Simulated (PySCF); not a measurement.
Fill in the blanks.

Compound: C₃H₁₁O₂PSi₂.
InChI=1S/C3H11O2PSi2/c1-3-2-8(6,4-3)5-7/h3H,2,6H2,1,7H3/t3-,8-/m1/s1

Conformer (atom-mapped SMILES and torsion angles): `[CH3:1][C@@H:2]1[CH2:3][Si@:4]([PH2:5])([O:6][SiH3:7])[O:8]1`: C3–Si4–O6–Si7 159°, H–P5–Si4–C3 154°, H–P5–Si4–C3 -113°.

```csv
property,level,value
point group of the GFN2-xTB geometry,GFN2-xTB,?
"rotational constants A, B, C of the GFN2-xTB geometry",GFN2-xTB,?
dipole moment,PBE0/pcSseg-1,?
HOMO energy,PBE0/pcSseg-1,-7.45 eV
LUMO energy,PBE0/pcSseg-1,?
13C chemical shifts (computed TMS as zero) by class,GIAO PBE0/pcSseg-1,?
1H chemical shifts (computed TMS as zero) by class,GIAO PBE0/pcSseg-1,"5.15 (3 H), 4.78 (1 H), 2.15 (1 H), 1.49 (1 H), 1.38 (3 H), 1.19 (2 H) ppm"
"isotropic shieldings of nuclei other than C and H, by class",GIAO PBE0/pcSseg-1,?
```

Electronic properties: PySCF, gas phase, density fitting. GFN2-xTB frequencies show an imaginary mode (37i cm⁻¹), so this geometry is no minimum at that level. NMR classes are plain means over equivalent atoms (diastereotopic ones count apart unless rotation or inversion swaps them), as if these changed places fast; in this geometry the members of some classes differ.

Problem. The 13C chemical shifts (computed TMS as zero) by class?

Solution. 72.5 (1 C), 34.9 (1 C), 29.3 (1 C) ppm.

Problem. What is the dipole moment?

Solution. 1.66 D.

Problem. The isotropic shieldings of nuclei other than C and H, by class?

Solution. 182 (1 O), 246 (1 O), 345 (1 Si), 393 (1 Si), 607 (1 P) ppm.

Problem. Give the point group of the GFN2-xTB geometry.

Solution. C1.

Problem. Give the rotational constants A, B, C of the GFN2-xTB geometry.

Solution. 1.417, 0.894, 0.616 GHz.

Problem. Give the LUMO energy.

Solution. 0.10 eV.

The rotational constants make it an asymmetric top with κ = (2B − A − C)/(A − C) = -0.31, nearer the prolate limit (−1). The dipole matches unit charges of opposite sign 0.35 Å apart (1 e·Å = 4.8032 D). With B = h/(8π²I), that is 505.379 GHz u Å² over I, the principal moments of inertia are 356.6, 565.5 and 820.2 u Å² (most abundant isotopes).

One conformer stands for the species.
